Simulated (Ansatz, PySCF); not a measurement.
Gas-phase reaction in SMILES: C=C[SiH2][SiH2]Cl + C (CH4) + 2 [SiH4] (SiH4) -> C=C (C2H4) + C[SiH3] + [SiH3]Cl [chlorosilane] + [SiH3][SiH3]
Structures are relaxed separately at B3LYP-D3(BJ)/def2-TZVP in Ansatz (a program for electronic structure), one conformer each, not searched for the lowest.

Quantity: bond separation energy (enthalpy at 298 K, with B3LYP-D3(BJ) rigid-rotor harmonic-oscillator terms from PySCF), in kcal/mol. Cores are frozen in the correlated levels unless marked. No spin-orbit coupling. No relativistic terms. Basis-set limits of correlation are two-point, X^-3; Hartree-Fock from the larger set. [CCSD(T)-MP2]/basis is that difference in the basis named.

| level | program | bond separation energy (kcal/mol) |
|---|---|---|
| RI-HF/aug-cc-pV(T+d)Z | Ansatz | -0.1 |
| RI-HF/cc-pV(Q+d)Z | Ansatz | -0.1 |
| revPBE-D4/def2-TZVPD | Ansatz + dftd4 | 3.2 |
| BHLYP-D4/def2-TZVPD | Ansatz + dftd4 | 2.6 |
| LC-wPBE/def2-TZVPD | Ansatz | 0.2 |
| B2GP-PLYP-D3(BJ)/def2-TZVPD | Ansatz + dftd3 | 2.8 |
| B2PLYP/def2-TZVPD | Ansatz | 1.7 |

**Question.** What does RI-MP2/CBS(cc-pV(T+d)Z,cc-pV(Q+d)Z)+[CCSD(T)-MP2]/cc-pV(T+d)Z (Ansatz) give?

**Answer.** 1.8 kcal/mol, so B2PLYP/def2-TZVPD differs from it by -0.1 kcal/mol.
